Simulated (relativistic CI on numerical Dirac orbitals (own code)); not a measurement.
**One change at a time: Tl⁵⁶⁺**

Base calculation: Dirac-Coulomb-Breit CI, KLI orbitals optimised for each configuration, model QED (radiative potential, 1s self-energy scaled to tabulated hydrogen-like ionisation energies), unscaled Slater integrals.

CI space (outside the closed core [Ne]): 3s2.3p6.3d7, 3s2.3p5.3d8, 3s2.3p4.3d9, 3s.3p6.3d8, 3p6.3d9, 3s.3p5.3d9, 3s2.3p6.3d6.4s, 3s2.3p6.3d6.4p, 3s2.3p4.3d8.4s, 3s2.3p6.3d6.4d, 3s2.3p4.3d8.4p, 3s2.3p5.3d7.4s, 3s2.3p6.3d6.4f, 3s2.3p5.3d7.4p, 3s2.3p6.3d5.4s2, 3s.3p6.3d7.4s. Levels of other configurations are missing.

Variants: (1) configuration mixing switched off; (2) QED terms removed. Shifts of the energy above 3s2.3p6.3d7 4F_9/2, in eV, for the lowest level and the first level of each name with at least 55 % of one term (blank where a level changes its place among those of its configuration and J or its character, or is not in the variant):

| Level | Base | Δ(1) | Δ(2) |
| --- | --- | --- | --- |
| 3s2.3p6.3d7 4F_9/2 | 0.00 | 0.00 | 0.00 |
| 3s2.3p6.3d7 4F_7/2 | 102.74 | -0.08 | -0.27 |
| 3s2.3p6.3d7 4P_5/2 | 116.88 | +0.36 | -0.27 |
| 3s2.3p6.3d7 2H_11/2 | 119.61 | -0.46 | -0.27 |
| 3s2.3p6.3d7 2F_7/2 | 128.05 | +0.40 | -0.27 |
| 3s2.3p6.3d7 2F_5/2 | 132.77 | +0.68 | -0.26 |
| 3s2.3p6.3d7 2D_3/2 | 153.83 | +1.81 | -0.26 |
| 3s2.3p6.3d7 4F_5/2 | 213.38 | +0.23 | -0.53 |
| 3s2.3p6.3d7 2H_9/2 | 223.33 | -0.28 | -0.53 |
| 3s2.3p5.3d8 4G°_11/2 | 489.71 | -0.44 | +0.91 |
| 3s2.3p5.3d8 2D°_5/2 | 503.16 | +0.34 | +0.91 |
| 3s2.3p5.3d8 4F°_9/2 | 511.68 | +0.23 | +0.91 |
| 3s2.3p5.3d8 2P°_3/2 | 541.55 | +1.06 | +0.92 |
| 3s2.3p5.3d8 4G°_9/2 | 601.94 | -0.26 | +0.65 |
| 3s2.3p5.3d8 2H°_11/2 | 625.94 | -0.25 | +0.66 |
| 3s2.3p5.3d8 2G°_9/2 | 647.31 | +0.24 | +0.65 |
| 3s2.3p5.3d8 2F°_5/2 | 661.77 | +1.70 | +0.66 |
| 3s2.3p5.3d8 4D°_1/2 | 739.18 | +1.23 | +0.40 |
| 3s2.3p4.3d9 4F_9/2 | 1023.45 | -0.28 | +1.85 |
| 3s2.3p4.3d9 2P_1/2 | 1033.71 | +0.85 | +1.86 |
| 3s2.3p4.3d9 2D_5/2 | 1055.87 | +0.05 | +1.85 |

At this charge energies of transitions that change n are usually good to better than 1 %, and those within a shell (Δn = 0) to a few per cent.

Ionisation energy from the two ground configurations alone: base 5674.45 eV. The NIST ASD value (theoretical) is 5674 eV.

LS names give the leading component of a level, which can be under half, so a name can repeat, a term be missing and a line seem to break the LS rules.
